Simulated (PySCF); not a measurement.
PySCF input (BP86/def2-SVP):

```python
from pyscf import gto, dft

mol = gto.M(
    atom='''
    C    -0.37094200   -1.28834600   -0.92018300
    C    -0.51914700   -0.17547400    0.08583600
    C    -1.18515400    1.06845900   -0.44159300
    C    -1.03277800   -0.62065000    1.43344800
    O     0.98218700    0.31718200    0.46628300
    C     1.95211300    0.71384200   -0.56919900
    H     0.22243500   -2.11707300   -0.53214900
    H    -1.36835600   -1.67564900   -1.13548800
    H     0.04982900   -0.94255400   -1.86305900
    H    -0.77018000    1.39117200   -1.39524400
    H    -2.23608300    0.83096100   -0.61457200
    H    -1.13892200    1.88375000    0.27855600
    H    -2.06582200   -0.94848500    1.31175200
    H    -1.02200500    0.19364400    2.15674100
    H    -0.47240300   -1.47272700    1.82470200
    H     2.20024400   -0.13966800   -1.19335600
    H     1.48313900    1.50748000   -1.13812400
    H     2.82083200    1.09163700   -0.03803500
    H     1.37523800   -0.32692200    1.07814900
    ''',
    basis='def2-svp',
    charge=1,
    spin=0,
    verbose=4,
)

mf = dft.RKS(mol, xc='bp86').density_fit(auxbasis='def2-universal-jkfit')
mf.grids.level = 3
mf.conv_tol = 1e-9
mf.max_cycle = 100
mf.max_memory = 1500
mf.kernel()
if not mf.converged:
    mf = mf.newton()
    mf.kernel(mf.make_rdm1())
mf.dip_moment()
```

Output:

```
PySCF version 2.14.0

[INPUT] verbose = 4
[INPUT] num. atoms = 19
[INPUT] num. electrons = 50
[INPUT] charge = 1
[INPUT] spin (= nelec alpha-beta = 2S) = 0
[INPUT] symmetry False subgroup None
[INPUT] Mole.unit = angstrom
[INPUT] Symbol           X                Y                Z      unit          X                Y                Z       unit  Magmom
[INPUT]  1 C     -0.370942000000  -1.288346000000  -0.920183000000 AA   -0.700978788098  -2.434621093679  -1.738893854481 Bohr   0.0
[INPUT]  2 C     -0.519147000000  -0.175474000000   0.085836000000 AA   -0.981045648390  -0.331597801982   0.162206531628 Bohr   0.0
[INPUT]  3 C     -1.185154000000   1.068459000000  -0.441593000000 AA   -2.239616475433   2.019094885327  -0.834489828525 Bohr   0.0
[INPUT]  4 C     -1.032778000000  -0.620650000000   1.433448000000 AA   -1.951667567476  -1.172858519211   2.708824133806 Bohr   0.0
[INPUT]  5 O      0.982187000000   0.317182000000   0.466283000000 AA    1.856064433108   0.599387111642   0.881147166541 Bohr   0.0
[INPUT]  6 C      1.952113000000   0.713842000000  -0.569199000000 AA    3.688958934203   1.348965876212  -1.075630220376 Bohr   0.0
[INPUT]  7 H      0.222435000000  -2.117073000000  -0.532149000000 AA    0.420341230518  -4.000688155711  -1.005615867461 Bohr   0.0
[INPUT]  8 H     -1.368356000000  -1.675649000000  -1.135488000000 AA   -2.585818080905  -3.166517690901  -2.145761337730 Bohr   0.0
[INPUT]  9 H      0.049829000000  -0.942554000000  -1.863059000000 AA    0.094163163061  -1.781168917613  -3.520671263906 Bohr   0.0
[INPUT] 10 H     -0.770180000000   1.391172000000  -1.395244000000 AA   -1.455429266618   2.628934072163  -2.636629036943 Bohr   0.0
[INPUT] 11 H     -2.236083000000   0.830961000000  -0.614572000000 AA   -4.225584461796   1.570288710195  -1.161372763826 Bohr   0.0
[INPUT] 12 H     -1.138922000000   1.883750000000   0.278556000000 AA   -2.152250657242   3.559771587149   0.526394550354 Bohr   0.0
[INPUT] 13 H     -2.065822000000  -0.948485000000   1.311752000000 AA   -3.903837802101  -1.792376883258   2.478852023350 Bohr   0.0
[INPUT] 14 H     -1.022005000000   0.193644000000   2.156741000000 AA   -1.931309547936   0.365934125665   4.075649811621 Bohr   0.0
[INPUT] 15 H     -0.472403000000  -1.472727000000   1.824702000000 AA   -0.892712290423  -2.783050686252   3.448187038946 Bohr   0.0
[INPUT] 16 H      2.200244000000  -0.139668000000  -1.193356000000 AA    4.157858567218  -0.263934268366  -2.255116009106 Bohr   0.0
[INPUT] 17 H      1.483139000000   1.507480000000  -1.138124000000 AA    2.802726514661   2.848724338259  -2.150742655794 Bohr   0.0
[INPUT] 18 H      2.820832000000   1.091637000000  -0.038035000000 AA    5.330599923409   2.062894957442  -0.071875733148 Bohr   0.0
[INPUT] 19 H      1.375238000000  -0.326922000000   1.078149000000 AA    2.598823176095  -0.617793044095   2.037406331474 Bohr   0.0

nuclear repulsion = 278.271708500029
number of shells = 75
number of NR pGTOs = 235
number of NR cGTOs = 149
basis = def2-svp
ecp = {}

******** <class 'pyscf.df.df_jk.DFRKS'> ********
method = DFRKS
initial guess = minao
damping factor = 0
level_shift factor = 0
DIIS = <class 'pyscf.scf.diis.CDIIS'>
diis_start_cycle = 1
diis_space = 8
diis_damp = 0
SCF conv_tol = 1e-09
SCF conv_tol_grad = None
SCF max_cycles = 100
direct_scf = False
XC library pyscf.dft.libxc version 7.1.2
    S. Lehtola, C. Steigemann, M. J. T. Oliveira, and M. A. L. Marques,  SoftwareX 7, 1–5 (2018)
XC functionals = bp86
    A. D. Becke,  Phys. Rev. A 38, 3098 (1988)
    J. P. Perdew,  Phys. Rev. B 33, 8822 (1986)
    J. P. Perdew,  Phys. Rev. B 34, 7406–7406 (1986)
radial grids:
    Treutler-Ahlrichs [JCP 102, 346 (1995); DOI:10.1063/1.469408] (M4) radial grids

becke partition: Becke, JCP 88, 2547 (1988); DOI:10.1063/1.454033
pruning grids: <function nwchem_prune>
grids dens level: 3
symmetrized grids: False
atomic radii adjust function: <function treutler_atomic_radii_adjust>
small_rho_cutoff = 0
Set gradient conv threshold to 3.16228e-05
Initial guess from minao.
tot grids = 212176
init E= -273.457442352356
  HOMO = -0.371452830823317  LUMO = -0.0640162275734437  gap/eV = 8.36578
cycle= 1 E= -273.008312475451  delta_E= 0.449  |g|= 0.594  |ddm|= 4.07
  HOMO = -0.439428775923425  LUMO = -0.197562449234844  gap/eV = 6.58152
cycle= 2 E= -272.934243146687  delta_E= 0.0741  |g|= 0.824  |ddm|= 1.24
  HOMO = -0.483184357560682  LUMO = -0.209580622431544  gap/eV = 7.44514
cycle= 3 E= -273.089211859931  delta_E= -0.155  |g|= 0.124  |ddm|= 0.704
  HOMO = -0.482751326867001  LUMO = -0.205006885228121  gap/eV = 7.55781
cycle= 4 E= -273.09194381859  delta_E= -0.00273  |g|= 0.0523  |ddm|= 0.135
  HOMO = -0.483067682007849  LUMO = -0.205652256129116  gap/eV = 7.54886
cycle= 5 E= -273.092489770085  delta_E= -0.000546  |g|= 0.00582  |ddm|= 0.0398
  HOMO = -0.482542795771031  LUMO = -0.205039832511427  gap/eV = 7.55124
cycle= 6 E= -273.092495686454  delta_E= -5.92e-06  |g|= 0.00282  |ddm|= 0.00788
  HOMO = -0.482830905247737  LUMO = -0.205384169751575  gap/eV = 7.54971
cycle= 7 E= -273.092497546657  delta_E= -1.86e-06  |g|= 0.000524  |ddm|= 0.00336
  HOMO = -0.482780595711726  LUMO = -0.205340015161689  gap/eV = 7.54954
cycle= 8 E= -273.092497602292  delta_E= -5.56e-08  |g|= 0.000154  |ddm|= 0.000714
  HOMO = -0.482789502988762  LUMO = -0.205348380069913  gap/eV = 7.54956
cycle= 9 E= -273.09249760783  delta_E= -5.54e-09  |g|= 4.41e-05  |ddm|= 0.000174
  HOMO = -0.482791393176291  LUMO = -0.205350588852936  gap/eV = 7.54955
cycle= 10 E= -273.092497608291  delta_E= -4.61e-10  |g|= 9.81e-06  |ddm|= 5.04e-05
  HOMO = -0.48279070301409  LUMO = -0.205349278663534  gap/eV = 7.54957
Extra cycle  E= -273.09249760827  delta_E= 2.05e-11  |g|= 1.35e-05  |ddm|= 2.72e-05
converged SCF energy = -273.09249760827

WARN: System has nonzero charge 1; the dipole moment is origin-dependent.
Location of origin: [0. 0. 0.]

Dipole moment(X, Y, Z, Debye):  2.19339, -0.29789,  0.21490
```

The dipole moment of an ion depends on the origin.

The geometry given is a B3LYP-D3(BJ)/def2-TZVP minimum.
